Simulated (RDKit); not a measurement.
Job for RDKit: UFF on BH5N2O (SMILES NB(N)O), a point of a torsion scan.

```python
from rdkit import Chem
from rdkit.Chem import AllChem, rdDetermineBonds

blocks = [
'''9

N     0.90916868    0.90556530   -0.14002926
B     0.06247796   -0.22557081   -0.02384596
N    -1.33788809   -0.07764503   -0.04647927
O     0.56552606   -1.49614857    0.11452205
H     1.91108859    0.85733438   -0.13069227
H     0.56075477    1.83950904   -0.24242635
H    -1.81030823    0.79978046   -0.14412457
H    -1.94773756   -0.86825825    0.03350570
H     1.51961539   -1.52832136    0.12312434
''',
]
mol = None
for b in blocks:
    f = Chem.MolFromXYZBlock(b)
    rdDetermineBonds.DetermineBonds(f, charge=0)
    mol = f if mol is None else Chem.CombineMols(mol, f)
Chem.SanitizeMol(mol)
print(Chem.MolToSmiles(Chem.RemoveHs(mol)))
ff = AllChem.UFFGetMoleculeForceField(mol, vdwThresh=100.0, ignoreInterfragInteractions=False)
e = ff.CalcEnergy()
print(f'UFF energy {e:.6f} kcal/mol')
```

Output:

```
NB(N)O
UFF energy 49.502840 kcal/mol
```

The run finished.

Cost: about 0.010 core-seconds (a rough figure).
